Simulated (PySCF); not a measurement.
**Dipole moment and polarisability of `Nc1ccccn1`**

Compound: C5H6N2.
Structure used (GFN2-xTB), in Å, numbered top down from 1:
```xyz
13
C5H6N2 angstrom
N      2.287   -0.110    0.173
C      0.925   -0.112    0.062
C      0.207    1.080   -0.118
C     -1.168    1.016   -0.150
C     -1.795   -0.217   -0.004
C     -0.996   -1.332    0.164
N      0.326   -1.293    0.193
H      2.728   -1.013    0.125
H      2.798    0.670   -0.203
H      0.733    2.017   -0.227
H     -1.752    1.915   -0.289
H     -2.870   -0.302   -0.023
H     -1.426   -2.319    0.280
```

Level: wB97X-D/def2-SVPD (PySCF), static field, nuclei fixed, core orbitals frozen in the response. The polarisability tensor in these axes (au):

```
x   96.41  1.75  1.64
y    1.75 76.83 -4.30
z    1.64 -4.30 45.12
```

Question: What are the eigenvalues, a third of the trace, and Δα (Δα² = ½Σ(αi − αj)² over the three pairs)?

Answer: Principal values 44.48, 77.28 and 96.59 au; mean 72.78 au = 10.79 Å³ = 12.00 × 10⁻⁴⁰ C²·m²/J; Δα = 45.63 au (63 % of the mean).

Question: What is the dipole moment, and where does it point?

Answer: (0.59, 1.66, -0.86) D, 1.96 D in size, pointing from the negative to the positive side. Measured along this direction, the outermost atoms are H13 at the negative end and H10 at the positive end.

Question: Refractivity n − 1 of an ideal gas of it at 273.15 K and 1 atm, from the electronic α?

Answer: N = p/kT = 2.6868 × 10¹⁹ cm⁻³, so n − 1 = 2π × N × 10.79 × 10⁻²⁴ cm³ = 1821 × 10⁻⁶ at long wavelengths.

Question: What molar refraction does this α imply?

Answer: Lorentz–Lorenz: R = (4π/3)N_A α = 2.5225 cm³/(mol·Å³) × 10.79 Å³ = 27.2 cm³/mol, in the limit of long wavelengths.

Question: In a dilute gas of rigid molecules at 250 K, how does the orientational term μ²/3kT compare with the electronic polarisability?

Answer: In Gaussian units μ²/3kT = 37.28 Å³ against 10.79 Å³, a ratio of 3.46; the Debye molar polarisation (4π/3)N_A(α + μ²/3kT) is 121.2 cm³/mol, leaving out the vibrational part.

Question: Find the Langevin capture rate constant for O2+ (31.990 u) meeting this molecule (94.053 u), k = 2.342 × 10⁻⁹ cm³/s × √(α in Å³ / reduced mass in u).

Answer: The reduced mass is 23.87 u, so k = 1.57 × 10⁻⁹ cm³/s. The formula leaves out the permanent dipole, which adds to the capture rate.

Question: What depolarisation ratio follows for Rayleigh scattering of linearly polarised light, taking the static tensor?

Answer: ρ = 3Δα²/(45ᾱ² + 4Δα²) = 6246.6/(238388 + 8328.8) = 0.0253.

Geometry: GFN2-xTB; no solvent, vibrations or thermal averaging.
